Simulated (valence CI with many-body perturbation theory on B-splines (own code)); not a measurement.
## Re⁶⁹⁺: electric-dipole lines

Method: valence CI with perturbative core correlation (CI+MBPT): four valence electrons over a frozen Dirac-Fock core [He], a basis of 11 s, 11 p, 9 d, 7 f, 5 g, 2 h, 1 i functions for each j, with the one-electron correlation potential Σ1, the two-electron term Σ2, the three-electron term Σ3, Breit, model QED; selected CI, second order for the rest (own B-spline code, finite nucleus).

No measured spectrum was set against this ion. As an estimate, large intervals hold to a few tenths of a per cent, small ones and those within an open d or f shell to about a per cent. Among the levels kept, up to 280 cm⁻¹ of a level comes from second order outside the variational space, and about a tenth of that is noise between levels of different J, which matters for small intervals.

Lines 201 to 249 of 249 in falling wavelength, among levels below 107670 × 10³ cm⁻¹, chosen from the strongest by gf and those to the six lowest levels. Wavelengths and rates use the calculated energies. Electric multipoles are in the length gauge, E1 and E2 with the static RPA response of the core. Weak lines are less certain than strong ones. Lines between different terms over intervals too small for the method are left out, as are lines whose strength nearly cancels. The highest levels of a list are the least certain.

Levels are named by their leading jj configuration (3d3/2^4 stands for four electrons in 3d with j = 3/2), which in mixed levels can hold well under half, so a name can repeat and another be missing. Letters in brackets count levels of one name in rising energy.

| λ vac (nm) | Upper | Lower | A (s⁻¹) | log gf | Branch % |
| --- | --- | --- | --- | --- | --- |
| 0.1096 | (2s 2p1/2 2p3/2 3d3/2) J=1 [a] | (2s 2p1/2^2 2p3/2) J=2 | 8.50e+13 | -1.34 | 20.1 |
| 0.1095 | (2s 2p1/2 2p3/2 3d3/2) J=3 [a] | (2s 2p1/2^2 2p3/2) J=2 | 4.22e+14 | -0.28 | 84.0 |
| 0.1094 | (2s 2p1/2 2p3/2 3d3/2) J=2 [c] | (2s 2p1/2^2 2p3/2) J=1 | 2.59e+12 | -2.63 | 1.1 |
| 0.1093 | (2s 2p1/2 2p3/2 3d3/2) J=1 [c] | (2s 2p1/2^2 2p3/2) J=1 | 2.87e+14 | -0.81 | 49.4 |
| 0.1092 | (2s 2p1/2 2p3/2 3d5/2) J=2 [a] | (2s 2p1/2^2 2p3/2) J=1 | 4.24e+14 | -0.42 | 36.4 |
| 0.1091 | (2s 2p1/2 2p3/2 3d3/2) J=1 [d] | (2s 2p1/2^2 2p3/2) J=1 | 1.50e+15 | -0.10 | 87.2 |
| 0.1091 | (2s 2p1/2 2p3/2 3d3/2) J=3 [b] | (2s 2p1/2^2 2p3/2) J=2 | 1.61e+15 | 0.30 | 93.6 |
| 0.1091 | (2s 2p1/2 2p3/2 3d3/2) J=2 [d] | (2s 2p1/2^2 2p3/2) J=1 | 1.56e+15 | 0.14 | 69.2 |
| 0.1090 | (2s 2p1/2 2p3/2 3d3/2) J=2 [b] | (2s 2p1/2^2 2p3/2) J=2 | 1.66e+15 | 0.17 | 84.8 |
| 0.1090 | (2s 2p1/2 2p3/2 3d3/2) J=0 [b] | (2s 2p1/2^2 2p3/2) J=1 | 2.09e+15 | -0.43 | 83.1 |
| 0.1089 | (2s 2p1/2 2p3/2 3d3/2) J=1 [b] | (2s 2p1/2^2 2p3/2) J=2 | 1.80e+15 | -0.02 | 89.3 |
| 0.1089 | (2s 2p1/2 2p3/2 3d5/2) J=1 [a] | (2s 2p1/2^2 2p3/2) J=1 | 2.33e+14 | -0.91 | 12.6 |
| 0.1088 | (2s^2 2p1/2 3d3/2) J=1 | (2s^2 2p1/2^2) J=0 | 2.03e+15 | 0.03 | 87.6 |
| 0.1088 | (2p1/2^2 2p3/2 3s) J=2 | (2s^2 2p1/2 2p3/2) J=2 | 5.17e+12 | -2.34 | 3.5 |
| 0.1087 | (2p1/2^2 2p3/2 3s) J=1 | (2s^2 2p1/2 2p3/2) J=2 | 1.13e+13 | -2.22 | 3.7 |
| 0.1087 | (2s^2 2p3/2 3d3/2) J=2 | (2s^2 2p1/2 2p3/2) J=2 | 7.72e+14 | -0.17 | 45.6 |
| 0.1087 | (2s 2p1/2 2p3/2 3d5/2) J=2 [b] | (2s 2p1/2^2 2p3/2) J=1 | 5.85e+12 | -2.29 | 0.4 |
| 0.1086 | (2p1/2^2 2p3/2 3s) J=2 | (2s^2 2p1/2 2p3/2) J=1 | 9.26e+12 | -2.09 | 6.3 |
| 0.1086 | (2s^2 2p3/2 3d3/2) J=3 | (2s^2 2p1/2 2p3/2) J=2 | 1.53e+15 | 0.28 | 97.8 |
| 0.1086 | (2s^2 2p3/2 3d3/2) J=1 | (2s^2 2p1/2 2p3/2) J=2 | 2.67e+14 | -0.85 | 13.3 |
| 0.1086 | (2s 2p1/2 2p3/2 3d5/2) J=1 [b] | (2s 2p1/2^2 2p3/2) J=1 | 3.66e+13 | -1.71 | 2.3 |
| 0.1085 | (2p1/2^2 2p3/2 3s) J=1 | (2s^2 2p1/2 2p3/2) J=1 | 3.91e+12 | -2.68 | 1.3 |
| 0.1085 | (2s^2 2p3/2 3d3/2) J=2 | (2s^2 2p1/2 2p3/2) J=1 | 7.71e+14 | -0.17 | 45.5 |
| 0.1085 | (2s 2p1/2 2p3/2 3d3/2) J=3 [c] | (2s 2p1/2^2 2p3/2) J=2 | 2.33e+13 | -1.54 | 18.3 |
| 0.1084 | (2s^2 2p3/2 3d3/2) J=1 | (2s^2 2p1/2 2p3/2) J=1 | 1.27e+15 | -0.17 | 63.7 |
| 0.1083 | (2s^2 2p3/2 3d3/2) J=0 | (2s^2 2p1/2 2p3/2) J=1 | 1.55e+15 | -0.56 | 99.9 |
| 0.1083 | (2s 2p1/2 2p3/2 3d5/2) J=2 [a] | (2s 2p1/2^2 2p3/2) J=2 | 3.15e+12 | -2.56 | 0.3 |
| 0.1083 | (2s 2p1/2 2p3/2 3d5/2) J=3 [a] | (2s 2p1/2^2 2p3/2) J=2 | 2.05e+13 | -1.60 | 0.9 |
| 0.1079 | (2s 2p1/2 2p3/2 3d5/2) J=3 [b] | (2s 2p1/2^2 2p3/2) J=2 | 1.40e+12 | -2.77 | 0.1 |
| 0.1077 | (2s 2p1/2 2p3/2 3p3/2) J=3 [a] | (2s^2 2p1/2 2p3/2) J=2 | 3.75e+13 | -1.34 | 46.8 |
| 0.1074 | (2s^2 2p3/2 3d5/2) J=3 | (2s^2 2p1/2 2p3/2) J=2 | 1.51e+13 | -1.74 | 0.6 |
| 0.1074 | (2s 2p1/2 2p3/2 3p3/2) J=2 [a] | (2s^2 2p1/2 2p3/2) J=2 | 5.79e+13 | -1.30 | 14.5 |
| 0.1074 | (2s 2p1/2 2p3/2 3p3/2) J=1 [a] | (2s^2 2p1/2 2p3/2) J=1 | 3.56e+14 | -0.73 | 94.9 |
| 0.1072 | (2s 2p1/2 2p3/2 3p3/2) J=2 [a] | (2s^2 2p1/2 2p3/2) J=1 | 2.76e+14 | -0.62 | 69.0 |
| 0.1071 | (2s 2p1/2 2p3/2 3p3/2) J=2 [b] | (2s^2 2p1/2 2p3/2) J=2 | 2.82e+14 | -0.62 | 87.8 |
| 0.1071 | (2s 2p1/2 2p3/2 3p3/2) J=0 [a] | (2s^2 2p1/2 2p3/2) J=1 | 5.65e+14 | -1.01 | 99.0 |
| 0.1070 | (2s 2p1/2 2p3/2 3p3/2) J=3 [b] | (2s^2 2p1/2 2p3/2) J=2 | 3.17e+14 | -0.42 | 85.1 |
| 0.1070 | (2s 2p1/2 2p3/2 3p3/2) J=1 [b] | (2s^2 2p1/2 2p3/2) J=2 | 5.55e+14 | -0.54 | 94.4 |
| 0.1070 | (2s 2p1/2^2 3p3/2) J=1 | (2s^2 2p1/2^2) J=0 | 5.58e+14 | -0.54 | 99.4 |
| 0.1070 | (2s 2p1/2 2p3/2 3p3/2) J=2 [b] | (2s^2 2p1/2 2p3/2) J=1 | 2.70e+13 | -1.64 | 8.4 |
| 0.1068 | (2s 2p1/2 2p3/2 3p3/2) J=1 [b] | (2s^2 2p1/2 2p3/2) J=1 | 1.26e+13 | -2.19 | 2.1 |
| 0.1065 | (2s 2p1/2 2p3/2 3p3/2) J=2 [c] | (2s^2 2p1/2 2p3/2) J=2 | 3.18e+13 | -1.57 | 9.6 |
| 0.1065 | (2s 2p1/2 2p3/2 3p3/2) J=3 [c] | (2s^2 2p1/2 2p3/2) J=2 | 2.20e+14 | -0.58 | 86.2 |
| 0.1063 | (2s 2p1/2 2p3/2 3p3/2) J=2 [c] | (2s^2 2p1/2 2p3/2) J=1 | 2.81e+14 | -0.62 | 84.7 |
| 0.1063 | (2s 2p1/2 2p3/2 3p3/2) J=2 [d] | (2s^2 2p1/2 2p3/2) J=2 | 2.21e+14 | -0.73 | 88.3 |
| 0.1063 | (2s 2p1/2 2p3/2 3p3/2) J=1 [c] | (2s^2 2p1/2 2p3/2) J=2 | 5.79e+13 | -1.53 | 21.3 |
| 0.1062 | (2s 2p1/2 2p3/2 3p3/2) J=2 [d] | (2s^2 2p1/2 2p3/2) J=1 | 7.00e+12 | -2.23 | 2.8 |
| 0.1062 | (2s 2p1/2 2p3/2 3p3/2) J=1 [c] | (2s^2 2p1/2 2p3/2) J=1 | 1.89e+14 | -1.02 | 69.9 |
| 0.1061 | (2s 2p1/2 2p3/2 3p3/2) J=1 [d] | (2s^2 2p1/2 2p3/2) J=1 | 1.68e+13 | -2.07 | 35.2 |
